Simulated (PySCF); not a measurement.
SMILES c1c(ccc(C(=O)OC)c1)OC (C9H10O3), GFN2-xTB optimised geometry.

```
22

C     -1.30    -4.16     0.02
O     -0.60    -2.92     0.02
C     -1.37    -1.82     0.00
O     -2.58    -1.87    -0.01
C     -0.58    -0.57     0.00
C     -1.26     0.64     0.00
C     -0.57     1.84     0.00
C      0.82     1.84     0.00
O      1.60     2.95     0.00
C      0.98     4.21     0.00
C      1.50     0.62     0.00
C      0.81    -0.57     0.00
H     -1.96    -4.22     0.89
H     -1.90    -4.26    -0.88
H     -0.54    -4.94     0.06
H     -2.34     0.63     0.00
H     -1.13     2.76     0.00
H      1.79     4.94     0.00
H      0.36     4.36     0.89
H      0.37     4.36    -0.90
H      2.58     0.64     0.00
H      1.34    -1.51     0.00
```

Density from PBE/def2-SVP (PySCF) at that geometry.

Minimum of the electron density along straight lines between bonded atoms, close to the bond critical point (lines longer than 1.1 times the sum of covalent radii, or with two minima, are not listed):

```csv
bond,length / Å,ρ at the minimum / e bohr⁻³,∇²ρ there / e bohr⁻⁵,position (fraction from the first atom)
C1–O2,1.418,0.248,-0.35,0.35
O2–C3,1.346,0.300,-0.38,0.66
C3–O4,1.208,0.413,0.29,0.33
C3–C5,1.476,0.269,-0.64,0.51
C5–C6,1.392,0.305,-0.74,0.50
C6–C7,1.381,0.309,-0.76,0.50
C7–C8,1.394,0.305,-0.75,0.48
C8–O9,1.355,0.288,-0.29,0.34
O9–C10,1.409,0.255,-0.38,0.66
C8–C11,1.400,0.305,-0.76,0.52
C5–C12,1.396,0.303,-0.73,0.50
C11–C12,1.375,0.313,-0.77,0.50
C1–H13,1.092,0.279,-1.06,0.64
C1–H14,1.092,0.279,-1.06,0.64
C1–H15,1.087,0.283,-1.08,0.64
C6–H16,1.080,0.284,-1.09,0.64
C7–H17,1.078,0.280,-1.04,0.63
C10–H18,1.089,0.282,-1.08,0.64
C10–H19,1.094,0.278,-1.04,0.64
C10–H20,1.094,0.278,-1.04,0.64
C11–H21,1.079,0.281,-1.05,0.63
C12–H22,1.078,0.284,-1.09,0.64
```
